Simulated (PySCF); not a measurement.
C₃H₆FNSi, SMILES F[Si@H]1C=CCN1. Geometry optimised at PBE-D3(BJ)/def2-SVP. The structure was generated by enumeration; whether it is a known compound was not checked. The values are those of a single conformer.

Q: Give the equilibrium geometry at PBE-D3(BJ)/def2-SVP (PySCF confirms it by a frequency run) as bond lengths and angles. (Estimate from the structure and the level; the computed values follow.)

A: One answer among several that fit: 
Atoms: F1 Si2 C3 C4 C5 N6 H7 H8 H9 H10 H11 H12. Bonds (Å): F1–Si2 1.650, Si2–C3 1.862, Si2–N6 1.732, Si2–H7 1.498, C3–C4 1.355, C3–H8 1.100, C4–C5 1.507, C4–H9 1.104, C5–N6 1.450, C5–H10 1.119, C5–H11 1.118, N6–H12 1.018. Angles (°): F1–Si2–C3 113.2, F1–Si2–N6 114.0, F1–Si2–H7 102.4, C3–Si2–N6 92.3, C3–Si2–H7 120.4, N6–Si2–H7 115.1, Si2–C3–C4 107.9, Si2–C3–H8 130.0, C4–C3–H8 122.0, C3–C4–C5 117.8, C3–C4–H9 124.1, C5–C4–H9 118.2, C4–C5–N6 108.1, C4–C5–H10 108.9, C4–C5–H11 109.0, N6–C5–H10 113.2, N6–C5–H11 112.1, H10–C5–H11 105.4, Si2–N6–C5 113.6, Si2–N6–H12 128.8, C5–N6–H12 117.5.
Charge 0, spin multiplicity 1.
